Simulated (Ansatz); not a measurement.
Correlation energies of ClH6NOSi2 (`N[Si](O)([SiH3])Cl`) by basis set

Cartesian coordinates in Å:
```
N -0.949 -1.232 1.008
Si -0.501 0.256 0.330
O -0.003 1.319 1.481
Si 1.128 -0.058 -1.316
Cl -2.193 1.057 -0.552
H -0.248 -1.890 1.305
H -1.805 -1.328 1.531
H 0.091 2.239 1.227
H 2.252 -0.869 -0.772
H 0.560 -0.756 -2.498
H 1.668 1.262 -1.744
```

The species carries charge 0 and has multiplicity 1. All single points use the PBE0-D4/def2-TZVP geometry. It is one conformer, not always the lowest. Frozen core, restricted reference, the Gaussian-basis code of Ansatz. CBS rows extrapolate triple and quadruple zeta; past MP2 they add the triple-zeta difference.

| basis | HF (Eh) | MP2 corr. |
| --- | --- | --- |
| def2-SVP | -1169.86895 | -0.68252 |
| def2-TZVPP | -1170.41019 | -0.88811 |
| def2-QZVPP | -1170.44782 | -0.96280 |

Task: Estimate the CCSD correlation energy and the (T) correction in each basis where they were run (hartree).

Result: 
```csv
basis,CCSD corr.,(T)
def2-SVP,-0.73860,-0.01733
def2-TZVPP,-0.94162,-0.03606
CBS(def2),-1.07164,as TZ
```
